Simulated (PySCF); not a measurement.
C3H8AlF, SMILES [AlH]([F])[CH](C)C. Atoms are numbered in the order given.

```xyz
13

Al    -0.3760     1.0866     0.1264
F      0.6616     2.0172    -0.8001
H     -1.3517     1.8873     1.0792
C     -0.3229    -0.8672    -0.0742
C     -0.7150    -1.5941     1.2242
C      1.0017    -1.3915    -0.6520
H     -1.1196    -1.0723    -0.8207
H     -0.7974    -2.6846     1.0656
H      0.0393    -1.4445     2.0165
H     -1.6822    -1.2483     1.6256
H      1.2622    -0.9047    -1.6051
H      0.9575    -2.4807    -0.8337
H      1.8422    -1.2166     0.0416
```
Charge 0, spin multiplicity 1.

The structure is a stationary point at B3LYP-D3(BJ)/def2-SVP. The structure was generated by enumeration; whether it is a known compound was not checked. Other conformers were not sampled.

The numbers are results of B3LYP/def2-TZVP in PySCF, not measurements.

ESP charges are fitted to the potential on shells at 1.4 to 2.0 van der Waals radii. Atomic charges (e):

```tsv
atom	Mulliken	Löwdin	ESP fit
Al1	0.61	0.29	0.85
F2	-0.37	___	-0.44
H3	-0.11	-0.12	-0.28
C4	-0.17	-0.41	0.19
C5	-0.35	___	-0.47
C6	-0.34	___	-0.39
H7	0.08	___	-0.03
H8	0.11	0.12	0.13
H9	0.10	0.12	0.11
H10	0.12	0.12	0.07
H11	0.12	0.13	0.07
H12	0.10	0.11	0.09
H13	0.10	0.12	0.09
```

Question: Fill in the missing entries. (An estimate is asked for; the answer gives what the named calculation found.)

Answer: 
- F2, Löwdin: -0.05
- C5, Löwdin: -0.30
- C6, Löwdin: -0.30
- H7, Löwdin: 0.16
